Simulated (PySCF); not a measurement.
**Two-component Hartree-Fock for Te⁴³⁺ (tellurium, charge +43)**

Start: [He] 2s2 2p5; 2p1/2 filled at m_j = +1/2; 2p3/2 filled at m_j = -3/2, -1/2, +1/2, +3/2. Calculated with PySCF 2.14 in an even-tempered Gaussian basis (17 s from 22 bohr⁻², ratio 2.4; 12 p from 29 bohr⁻², ratio 2.4; 5 d from 100 bohr⁻², ratio 2.6; 4 f from 160 bohr⁻², ratio 2.6): generalised Hartree-Fock with the X2C-1e Hamiltonian and a Gaussian nucleus; one run each with spin-orbit coupling (SO) screened by Boettger's factors, then bare. This is a chosen level, not necessarily the ground level.

```tsv
spinor shell	electrons	ε, screened SO (eV)	ε, bare SO (eV)	weight of nominal j (bare SO)	rms radius, bare SO (bohr)
1s1/2	2	-35087.4	-35087.6	1.000	0.0318
2s1/2	2	-7808.8	-7808.9	1.000	0.126
2p1/2	1	-7564.8	-7573.8	1.000	0.108
2p3/2	4	-7258.9	-7255.5	1.000	0.113
```

| quantity | screened SO | bare SO |
| --- | --- | --- |
| E (hartree) | -4861.08691 | -4860.90297 |
| M_J | 1/2 | 1/2 |
| ⟨J²⟩ | 0.750 | 0.750 |
| ⟨L²⟩ | 2.004 | 2.004 |
| ⟨S²⟩ | 0.754 | 0.754 |

Each row is a mean over spinors that exchange with the open shell spreads, by up to 14.348 eV (2p3/2).

Breit and QED terms are absent; they matter most for the inner s and p1/2 levels.

Densities and radii are taken from the X2C orbitals without a picture-change correction, which distorts them close to the nucleus.
